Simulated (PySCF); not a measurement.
CH8N2Si2. Atoms are numbered in the order given.

```xyz
13

N      2.0257    -1.0370     0.6206
Si     0.5199    -0.7921    -0.1745
N     -0.8263    -0.5421     0.8992
C     -1.5903     0.6453     0.5189
Si    -0.3946     1.2592    -0.8636
H      2.4180    -0.3638     1.2674
H      2.7241    -1.6666     0.2458
H      0.4642    -1.9496    -1.1279
H     -1.1863    -1.1363     1.6397
H     -1.7135     1.3663     1.3484
H     -2.5994     0.4199     0.1245
H      0.3143     2.5304    -0.5088
H     -1.0299     1.4425    -2.2071
```
Charge 0, spin multiplicity 1.

Coordinates come from a PBE0-D3(BJ)/def2-SVP optimisation. The structure was generated by enumeration; whether it is a known compound was not checked. One conformer was computed; it need not be the lowest.

These are KT2/pcSseg-1 (PySCF) values and carry that method's errors.

GIAO shieldings, no solvent; atoms listed in one row are averaged. δ = σ(ref) − σ: ¹⁵N against NH3 (σ = 266.2 ppm); ²⁹Si against TMS (σ = 361.9 ppm); ¹³C against TMS (σ = 185.1 ppm); ¹H against TMS (σ = 31.47 ppm), references at their B3LYP-D3(BJ)/def2-TZVP geometries, non-relativistic.

Q: Estimate the chemical shifts. (An estimate is asked for; the answer gives what the named calculation found.)

A: 
```json
[
 {"nucleus": "¹⁵N", "atoms": "N3", "count": "1", "δ (ppm)": "74.1"},
 {"nucleus": "¹⁵N", "atoms": "N1", "count": "1", "δ (ppm)": "47.5"},
 {"nucleus": "²⁹Si", "atoms": "Si2", "count": "1", "δ (ppm)": "-15.3"},
 {"nucleus": "²⁹Si", "atoms": "Si5", "count": "1", "δ (ppm)": "-36.9"},
 {"nucleus": "¹³C", "atoms": "C4", "count": "1", "δ (ppm)": "34.0"},
 {"nucleus": "¹H", "atoms": "H8", "count": "1", "δ (ppm)": "5.92"},
 {"nucleus": "¹H", "atoms": "H13", "count": "1", "δ (ppm)": "4.83"},
 {"nucleus": "¹H", "atoms": "H12", "count": "1", "δ (ppm)": "4.72"},
 {"nucleus": "¹H", "atoms": "H10, H11", "count": "2", "δ (ppm)": "3.36"},
 {"nucleus": "¹H", "atoms": "H9", "count": "1", "δ (ppm)": "1.67"},
 {"nucleus": "¹H", "atoms": "H7", "count": "1", "δ (ppm)": "1.58"},
 {"nucleus": "¹H", "atoms": "H6", "count": "1", "δ (ppm)": "1.32"}
]
```
